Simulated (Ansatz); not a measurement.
MH2Cl2 with several metals: PBE0-D4/def2-SVP single points in Ansatz on relaxed structures, gas phase. Core potentials for Zr, no spin–orbit coupling. HOMO and LUMO are taken over both spins. Binding counts from free atoms in the multiplicity of their measured ground term, without zero-point energy. The structures are stationary points that may keep the symmetry of their start.

| species | atoms | state | geometry | HOMO (eV) | LUMO (eV) | gap (eV) | binding per atom (eV) | point group (within 0.1 Å) |
| --- | --- | --- | --- | --- | --- | --- | --- | --- |
| VH2Cl2 | 5 | doublet | PBE-D4/def2-TZVP | -8.41 | -4.06 | 4.36 | 2.63 | C2v |
| ZrH2Cl2 | 5 | singlet | PBE-D4/def2-TZVP | -8.83 | -2.77 | 6.06 | 3.35 | C2v |
| TiH2Cl2 | 5 | singlet | r2SCAN-D4/def2-TZVP | -9.32 | -3.41 | 5.92 | 2.87 | C2v |

The gap (eV) runs from 4.36 (VH2Cl2) to 6.06 (ZrH2Cl2).
